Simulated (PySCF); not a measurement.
This PySCF input asks for the NMR shieldings of SMILES FC(F)(F)C(F)(F)c1cnsn1, C4HF5N2S; the geometry comes from GFN2-xTB.

```python
import basis_set_exchange as bse
import numpy as np
from pyscf import gto, dft
from pyscf.prop import nmr

atoms = """
F    -1.486752    1.695979    0.706448
C    -1.746415    0.683264   -0.119995
F    -1.664965    1.136601   -1.368222
F    -3.006504    0.308342    0.089728
C    -0.765159   -0.493055    0.118009
F    -1.086342   -1.492449   -0.744131
F    -0.997282   -0.993865    1.357709
C     0.667046   -0.091790   -0.032188
C     1.784457   -0.889170    0.290173
N     2.915507   -0.271486    0.045975
S     2.608402    1.200098   -0.545528
N     1.004206    1.093246   -0.506193
H     1.769412   -1.885230    0.690489
"""
names = dict.fromkeys(["F", "C", "N", "S", "H"], "pcSseg-1")
basis = {el: gto.basis.parse(bse.get_basis(n, elements=[el], fmt="nwchem")) for el, n in names.items()}
mol = gto.M(atom=atoms, basis=basis, charge=0, verbose=0)
mf = dft.RKS(mol, xc="PBE0")
mf.grids.level = 2
mf.grids.alignment = dft.numint.BLKSIZE   # the property module wants whole blocks of grid points
mf.conv_tol = 1e-9
mf.kernel()

calc = nmr.RKS(mf)   # GIAO
C = mf.mo_coeff
Co = C[:, mf.mo_occ > 0]
resp = mf.gen_response(singlet=True, hermi=2)
def vind(x):   # induced exchange potential for any number of trial vectors
    d = np.einsum("pi,xij,qj->xpq", C, 2 * x.reshape(-1, C.shape[1], Co.shape[1]), Co, optimize=True)
    return np.einsum("xpq,pi,qj->xij", resp(d - d.transpose(0, 2, 1)), C, Co, optimize=True).ravel()
mo1, _ = nmr.rhf.solve_mo1(calc, with_cphf=vind)
sigma = calc.kernel(mo1)
for i, s in enumerate(sigma):   # ppm
    w = np.linalg.eigvalsh((s + s.T) / 2)
    print("%2d %-2s iso %8.1f  s11 %8.1f  s22 %8.1f  s33 %8.1f" % (i, mol.atom_pure_symbol(i), w.mean(), *w))
```

Question: What does it print?

Answer: 
```
 0 F  iso    260.2  s11    186.1  s22    261.5  s33    332.9
 1 C  iso     58.1  s11     48.0  s22     59.8  s33     66.5
 2 F  iso    258.4  s11    183.7  s22    260.8  s33    330.6
 3 F  iso    271.9  s11    196.6  s22    265.2  s33    353.9
 4 C  iso     69.9  s11     54.0  s22     76.1  s33     79.7
 5 F  iso    286.9  s11    191.8  s22    322.8  s33    346.2
 6 F  iso    295.9  s11    203.5  s22    333.1  s33    351.1
 7 C  iso     29.4  s11    -38.2  s22     18.5  s33    107.7
 8 C  iso     34.0  s11    -43.1  s22     16.3  s33    128.8
 9 N  iso   -139.2  s11   -427.7  s22   -198.8  s33    208.8
10 S  iso    -11.2  s11   -168.8  s22     58.4  s33     76.9
11 N  iso   -138.1  s11   -435.3  s22   -193.9  s33    214.8
12 H  iso     22.6  s11     19.0  s22     22.3  s33     26.5
```

These numbers come from an equivalent density-fitted implementation of the same equations, which agrees with the script to about 0.01 ppm for H and up to a few tenths of a ppm for heavy atoms, so last digits may differ.

Question: Turn these shieldings into chemical shifts. Referencing at the same level of theory: 19F (170.95 ppm) vs CFCl3; 13C (186.93 ppm), 1H (31.72 ppm) vs TMS; NH3 for 15N (267.73 ppm); 33S (503.73 ppm) vs CS2.

Answer: Averaging equivalent atoms: F 0/2/3: -92.5; F 5/6: -120.5; C 7: 157.6; C 8: 153.0; C 1: 128.8; C 4: 117.0; N 9: 406.9; N 11: 405.9; S 10: 515; H 12: 9.12 ppm. Unscaled 19F shifts against computed CFCl3 carry errors that often reach 10 to 50 ppm. Experimental scales use liquid or dissolved standards, which lie at an offset from isolated NH3 (liquid NH3: subtract about 20 ppm). Unscaled 15N shifts of sp2 nitrogen come out 20 to 40 ppm too high even then.

Size and cost of the density-fitted run: 216 basis functions, 67 s wall time on 1 thread of an Arm Neoverse N1, shared host; peak memory 0.94 GiB.
